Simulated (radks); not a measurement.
The numbers below are computed, except where a source is named.
Initial-state core-level shifts of the ruthenium ion Ru3+ when its valence configuration changes from [Kr] 4d5. Level of theory: Dirac Kohn-Sham, PBE, spin-unpolarised, spherical densities, point nucleus; open shells fill j = l - 1/2 first (a radial shooting solver on a logarithmic mesh with Libxc functionals). Shifts are changes of the shell-averaged eigenvalues in eV (positive: less bound).

valence           2p       3p       3d       4s
4d4 5s1       -5.772   -5.578   -5.620   -4.829
4d4.5 5s0.5   -2.834   -2.745   -2.765   -2.393
4d3 5s2      -12.050  -11.581  -11.672   -9.862
4d4 5p1       -6.810   -6.639   -6.680   -5.865
4d2 5s2 5p1  -19.691  -18.896  -19.046  -15.960
4d3 5p2      -14.076  -13.649  -13.740  -11.858
